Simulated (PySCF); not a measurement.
**Mg²⁺ (magnesium, charge +2) across methods**

[Ne], closed-shell 1S. Computed with PySCF 2.14 in aug-cc-pVTZ, with the non-relativistic Hamiltonian (point nucleus).

| method | E (hartree) | mean ε 1s (eV) | mean ε 2s (eV) | mean ε 2p (eV) | Σ⟨r²⟩ (bohr²) | ⟨S²⟩ |
| --- | --- | --- | --- | --- | --- | --- |
| TPSS | -199.2559 | -1284.9 | -101.05 | -67.322 | 4.787 | 0.000 |
| r2SCAN | -199.2169 | -1287.8 | -102.83 | -68.242 | 4.761 | 0.000 |
| B3LYP | -199.2447 | -1295.3 | -104.65 | -70.493 | 4.791 | 0.000 |
| MN15 | -199.1588 | -1277.5 | -103.49 | -72.143 | 4.807 | 0.000 |
| wB97X-V | -199.2043 | -1296.0 | -107.64 | -73.227 | 4.785 | 0.000 |
| UHF | -198.82948 | -1354.5 | -122.05 | -81.850 | 4.722 | 0.000 |
| PBE | -199.1053 | -1279.1 | -99.915 | -67.024 | 4.805 | 0.000 |
| PBE0 | -199.1297 | -1298.0 | -105.76 | -71.016 | 4.776 | 0.000 |

Question: Estimate the same row for LDA.

Answer: E (hartree) = -198.2813; mean ε 1s (eV) = -1272.4; mean ε 2s (eV) = -99.327; mean ε 2p (eV) = -67.088; Σ⟨r²⟩ (bohr²) = 4.818; ⟨S²⟩ = 0.000.
